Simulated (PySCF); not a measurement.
B(CCH)(F)2 (C2HBF2), SMILES C#CB(F)F. Heavy atoms are numbered as in [B:1]([C:2]#[CH:3])([F:5])[F:6]. Hydrogens are named by the atom that carries them.

Geometry optimised at PBE0-D3(BJ)/def2-SVP.

These are HF/pcSseg-1 run with PySCF values and carry that method's errors.

GIAO shieldings, no solvent; atoms alike by connectivity are averaged. δ = σ(ref) − σ: ¹¹B against BF3 (σ = 102.7 ppm); ¹³C against TMS (σ = 192.6 ppm); ¹H against TMS (σ = 31.99 ppm); ¹⁹F against CFCl3 (σ = 238.5 ppm), references at their B3LYP-D3(BJ)/def2-TZVP geometries, non-relativistic.

### Question
Estimate the chemical shifts. (An estimate is asked for; the answer gives what the named calculation found.)

### Answer

```json
[
 {"nucleus": "¹¹B", "atoms": "B1", "count": "1", "δ (ppm)": "5.3"},
 {"nucleus": "¹³C", "atoms": "C3 (CH)", "count": "1", "δ (ppm)": "107.5"},
 {"nucleus": "¹³C", "atoms": "C2", "count": "1", "δ (ppm)": "79.6"},
 {"nucleus": "¹H", "atoms": "H on C3", "count": "1", "δ (ppm)": "3.37"},
 {"nucleus": "¹⁹F", "atoms": "F5", "count": "2", "δ (ppm)": "-53.8"}
]
```
